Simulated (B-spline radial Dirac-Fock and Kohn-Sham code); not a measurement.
Nd⁵⁺: L3-M23M23 lines in intermediate coupling

System: neodymium as Nd⁵⁺, [Kr] 4d10 4f2 5s2 5p5.

Level of theory: Dirac-Fock ΔSCF + Breit + QED; a radial B-spline solver. The two-hole levels come from diagonalising the Coulomb interaction among the jj configurations; intensities are independent-particle Coulomb rates. Kinetic energies are from the vacuum level. Correlation and solid-state effects are left out. Open outer shells are spectators and are not coupled to the holes.

```
kinetic energy (eV)  J  leading jj holes (weight)  leading LS term (weight)  intensity (%)
             3252.6  0                M2M2 (1.00)                ³P0 (0.60)            0.5
             3361.1  2                M2M3 (1.00)                ¹D2 (0.71)           30.3
             3368.8  1                M2M3 (1.00)                ³P1 (1.00)           13.0
             3456.9  0                M3M3 (1.00)                ¹S0 (0.60)           13.1
             3471.1  2                M3M3 (1.00)                ³P2 (0.71)           43.1
```

The strongest line, by its leading LS label ³P2, lies at 3471.1 eV. The mean weight of the leading component is 1.00 in jj and 0.73 in LS coupling, so jj labels describe these levels better.

Run: 58 s of CPU time on 1 thread of Neoverse-V1 (shared host), peak memory 0.51 GiB.

Values without a named source are computed, but for edge energies of neutral atoms, which are taken from tables.
